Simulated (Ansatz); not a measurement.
A relaxation, step by step

AlSiHF6, closed shell, PBE0-D4/def2-TZVP (Ansatz 0.2.0). Settings:

```yaml
hamiltonian: {xc: pbe0, dispersion: d4}
relax: {f_tol: 0.005, max_steps: 200}
```

Start, a step off a saddle point along its unstable mode:

```
atom    x (Å)    y (Å)    z (Å)
 Al1  -1.1825  -0.2799  -0.9351
  H2   0.3151   0.4638  -0.9446
  F3  -1.2588  -1.7916  -1.5283
  F4  -2.4021   0.8202  -1.1313
 Si5   0.9209   0.2212   0.7186
  F6  -0.6181  -0.5538   0.7992
  F7   2.2049  -0.3067  -0.0813
  F8   1.2970  -0.3358   2.1635
  F9   0.7234   1.7625   0.9392
```

```
               step  energy less the last (meV)  largest force component (eV/Å)
                  1                       302.5                           0.853
                  2                       266.3                           0.537
                  3                       237.0                           0.151
                  4                       226.4                           0.141
                  5                       216.7                           0.194
                  6                       211.3                           0.163
                  7                       206.2                           0.148
                  8                       203.1                           0.121
                  9                       189.1                           0.679
                 10                       174.6                           1.079
                 11                        97.3                           0.666
                 12                        49.3                           0.351
                 13                        36.8                           0.482
                 14                        19.4                           0.345
                 15                         7.5                           0.158
                 16                         1.8                           0.064
                 17                         0.9                           0.041
                 18                         0.6                           0.035
                 19                         0.4                           0.043
                 20                         0.2                           0.020
                 21                         0.1                           0.007
                 22                         0.0                           0.004
                 23                         0.0                           0.004
                 24                         0.0                           0.003
25 (rejected trial)                         0.0                           0.007
                 26                         0.0                           0.002
```

Step 10, positions (Å) and forces (eV/Å):

```
atom       x       y       z      Fx      Fy      Fz
 Al1  -1.128  -0.165  -1.147  -1.079  -0.681  -0.191
  H2   0.180   0.705  -1.307  -0.061   0.002  -0.108
  F3  -1.173  -1.760  -1.651   0.117   0.861   0.172
  F4  -2.607   0.579  -0.906   0.833  -0.291  -0.087
 Si5   0.976   0.179   0.949   0.111  -0.232   0.389
  F6  -0.474  -0.525   0.734  -0.026   0.378   0.001
  F7   1.966  -0.580   0.023   0.150   0.224  -0.029
  F8   1.320  -0.167   2.430   0.004  -0.082   0.055
  F9   0.940   1.734   0.875  -0.049  -0.180  -0.203
```

Step 14, positions (Å) and forces (eV/Å):

```
atom       x       y       z      Fx      Fy      Fz
 Al1  -1.205  -0.186  -1.287   0.178   0.069  -0.010
  H2   0.004   0.701  -1.778  -0.096  -0.091  -0.027
  F3  -1.255  -1.799  -1.586   0.054  -0.121  -0.075
  F4  -2.604   0.528  -0.825  -0.199   0.142   0.044
 Si5   1.058   0.167   1.106  -0.345   0.087  -0.058
  F6  -0.387  -0.356   0.634   0.110  -0.018   0.157
  F7   2.096  -0.476   0.155   0.209  -0.023  -0.032
  F8   1.270  -0.296   2.574  -0.025  -0.004  -0.043
  F9   1.023   1.717   1.007   0.114  -0.041   0.044
```

Step 16, positions (Å) and forces (eV/Å):

| atom | x | y | z | Fx | Fy | Fz |
| --- | --- | --- | --- | --- | --- | --- |
| Al1 | -1.260 | -0.189 | -1.333 | -0.050 | -0.005 | 0.034 |
| H2 | -0.125 | 0.687 | -1.969 | -0.018 | 0.000 | 0.002 |
| F3 | -1.271 | -1.816 | -1.586 | -0.002 | 0.017 | -0.005 |
| F4 | -2.639 | 0.516 | -0.772 | 0.053 | -0.018 | -0.033 |
| Si5 | 1.093 | 0.173 | 1.141 | 0.022 | 0.018 | 0.033 |
| F6 | -0.321 | -0.306 | 0.565 | 0.051 | 0.005 | 0.014 |
| F7 | 2.209 | -0.451 | 0.260 | -0.030 | 0.012 | 0.010 |
| F8 | 1.188 | -0.338 | 2.606 | -0.028 | 0.020 | -0.064 |
| F9 | 1.124 | 1.725 | 1.086 | 0.002 | -0.050 | 0.007 |

Last step (26):

```xyz
9
angstrom
Al -1.2929 -0.1964 -1.3622
H -0.2346 0.6873 -2.1054
F -1.2739 -1.8313 -1.5542
F -2.6549 0.4921 -0.7462
Si 1.1251 0.1805 1.1670
F -0.2606 -0.2378 0.4930
F 2.2717 -0.4454 0.3280
F 1.1149 -0.3801 2.6150
F 1.2050 1.7311 1.1650
```

The run took 42 s on 4 CPU threads of an AMD EPYC 7R13 and a share of one NVIDIA H100 (shared host), with 0.91 GiB of host memory at its peak.
